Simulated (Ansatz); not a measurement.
Born–Oppenheimer molecular dynamics of CH5ClSn (8 atoms, charge 0, multiplicity 1). It starts from a relaxed structure.

Computed with RKS BHLYP/def2-SVP (Ansatz).

```
ensemble        : NVT, Nosé–Hoover chain
time step       : 0.25 fs
steps asked     : 300
set temperature : 300 K
thermostat      : time constant 100 fs, chain length 3 (defaults)
seed            : 837383
```

First frame:

```xyz
8
Properties=species:S:1:pos:R:3
Sn 0.021 0.003 -0.066
Cl -0.235 -0.098 2.284
H 1.701 0.073 -0.348
C -1.012 1.763 -0.712
H -2.085 1.636 -0.564
H -0.668 2.621 -0.131
H -0.814 1.943 -1.771
H -0.662 -1.435 -0.674
```

Question: How far do the bonds stretch over the last three quarters of this one trajectory? (Pairs bonded in most of those frames.)

Answer: 
| bond | mean (Å) | spread (Å) | shortest | longest |
| --- | --- | --- | --- | --- |
| Sn1–Cl2 | 2.369 | 0.052 | 2.30 | 2.44 |
| Sn1–H3 | 1.705 | 0.044 | 1.64 | 1.77 |
| Sn1–C4 | 2.149 | 0.033 | 2.10 | 2.19 |
| Sn1–H8 | 1.707 | 0.017 | 1.68 | 1.73 |
| C4–H5 | 1.092 | 0.009 | 1.08 | 1.11 |
| C4–H6 | 1.092 | 0.008 | 1.08 | 1.10 |
| C4–H7 | 1.092 | 0.012 | 1.07 | 1.11 |

Mean temperature of the second half: 161 K. The conserved energy stayed within 0.022 meV per atom of its start (net change 0.0058 meV per atom), so the integration is sound. The mean temperature of the second half is 46 % below the set value. A run of 0.075 ps of so small a system gives no equilibrium averages.

Time of the run: 18 min on 1 thread of Arm Neoverse V1, with other jobs on the host, peak memory 0.17 GiB.
